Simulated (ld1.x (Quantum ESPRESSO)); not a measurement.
**Cutoff test, Mo (Z = 42), TM**

| Item | Value |
| --- | --- |
| Element | molybdenum |
| Generator | ld1.x (Quantum ESPRESSO) 7.5 |
| Type | norm-conserving Troullier–Martins (Kleinman–Bylander form) |
| Functional | PBE |
| Relativity | scalar-relativistic |
| Frozen core | [Kr] |
| Valence charge | 6 |
| Reference configuration | 4d5 5s1 5p0 |
| Partial waves | 5p (bound, empty): rc 4.10 bohr; 4d (bound): rc 1.60 bohr; 4f channel at 0.35 Ry: rc 4.45 bohr; 5s (bound): rc 3.10 bohr |
| Local potential | the s channel |
| Core correction | Bessel-smoothed model core inside 0.85 bohr |

The pseudo-atom Hamiltonian at the reference potential is diagonalised in spherical Bessel functions j_l(qr) that vanish at 20 bohr, with q² up to the cutoff. All-electron valence levels (Ry): 5p -0.0767, 4d -0.2758, 5s -0.3003.

Problem. How do the lowest levels (Ry) of each channel move with the cutoff, and are there ghosts?

Solution.

| cutoff (Ry) | p #1 | d #1 | d #2 | f #1 | s #1 | s #2 | Σ f·Δε (mRy) |
| --- | --- | --- | --- | --- | --- | --- | --- |
| 8 | -0.0766 | 0.0407 | 0.1101 | 0.1049 | -0.2984 | 0.0062 | 1584.3 |
| 15 | -0.0766 | -0.0212 | 0.0663 | 0.1049 | -0.3002 | 0.0060 | 1273.2 |
| 21 | -0.0766 | -0.1794 | 0.0562 | 0.1049 | -0.3003 | 0.0060 | 482.1 |
| 35 | -0.0766 | -0.2681 | 0.0545 | 0.1049 | -0.3003 | 0.0060 | 38.8 |
| 45 | -0.0766 | -0.2750 | 0.0544 | 0.1049 | -0.3003 | 0.0060 | 4.3 |
| 60 | -0.0766 | -0.2758 | 0.0544 | 0.1049 | -0.3003 | 0.0060 | 0.2 |
| 400 | -0.0766 | -0.2758 | 0.0544 | 0.1049 | -0.3003 | 0.0060 | 0.0 |

Result: no extra level below or beside the all-electron valence levels (p, d, f, s tested); 10 mRy is reached at 45 Ry and 1 mRy at 50 Ry.

1 of 7 tests not solved or not reliable.
